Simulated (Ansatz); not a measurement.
Geometry optimisation, Ansatz, RKS PBE0-D4/def2-SVP.

Input:

```yaml
crystal:
  periodic: [false, false, false]
  atoms:
    - { symbol: Se, position_ang: [0.33793, 1.35627, -0.88993] }
    - { symbol: C, position_ang: [0.40025, -0.12898, 0.34849] }
    - { symbol: O, position_ang: [-0.75286, -0.49167, 0.97] }
    - { symbol: S, position_ang: [-0.26464, -1.71181, -0.10092] }
    - { symbol: H, position_ang: [-1.03506, 1.11304, -1.2679] }
    - { symbol: H, position_ang: [1.31438, -0.13685, 0.94027] }
basis:
  gaussian: { orbitals: def2-SVP }
hamiltonian:
  xc: pbe0
  dispersion: d4
relax:
  f_tol: 0.02
  max_steps: 50
```

Command:

```bash
$ ansatz run input.yaml --threads 2 --pin off --max-ram 3072MiB --backend cpu --events-out ev --progress --plain --runs-dir out
```

Question: Where does it end, and by what steps?

Answer: It converged. After 6 steps the energy has fallen by 0.075 eV; H5 moved furthest, 0.13 Å.

```csv
step,energy less start (eV),largest force component (eV/Å),accepted
0,0.0000,1.237,yes
1,-0.0457,0.659,yes
2,-0.0695,0.185,yes
3,-0.0736,0.143,yes
4,-0.0753,0.031,yes
5,-0.0753,0.054,no
6,-0.0754,0.007,yes
```

```xyz
6
Properties=species:S:1:pos:R:3
Se 0.310 1.424 -0.798
C 0.377 -0.121 0.347
O -0.731 -0.479 1.058
S -0.303 -1.705 -0.126
H -0.990 1.039 -1.367
H 1.336 -0.157 0.886
```

Whether the end is a true minimum wasn't checked by a vibrational analysis.

The run took 20 s on 2 threads of Intel(R) Xeon(R) Platinum 8488C (Sapphire Rapids) (shared host), peak memory 0.2 GiB.
